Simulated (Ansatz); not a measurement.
(CuH)2 ring (Cu2H2), relaxed as a singlet with RKS r2SCAN-D4/def2-TZVP in Ansatz, starting from the GFN1-xTB geometry. Force threshold 0.02 eV/Å.

Start:

```xyz
4

Cu   -0.834   -0.207    0.715
H     0.195   -1.279   -0.138
Cu    0.836    0.207   -0.714
H    -0.196    1.279    0.137
```

**Question.** Estimate the energy that the relaxation releases and the steps that it takes.

**Answer.** 6.2 kJ/mol, in 3 steps; 7 s on 4 threads of Arm Neoverse V1 on a shared host. No frequencies were taken in this run, so the end may be a saddle point.

**Question.** Does the start keep its bonding and symmetry?

**Answer.** By distances, no bond broke or formed. The bond that changes most is Cu3–H4, from 1.71 to 1.75 Å (atoms count from 1). Point group D2h at the start, D2h at the end, both within 0.05 Å.

**Question.** Predict the relaxed structure.

**Answer.** 
```xyz
4

Cu   -0.8025   -0.1988    0.6868
H     0.2071   -1.3559   -0.1460
Cu    0.8026    0.1989   -0.6869
H    -0.2073    1.3558    0.1461
```
Bond lengths (bridged metal pairs left out): 4 × Cu–H 1.75 Å.
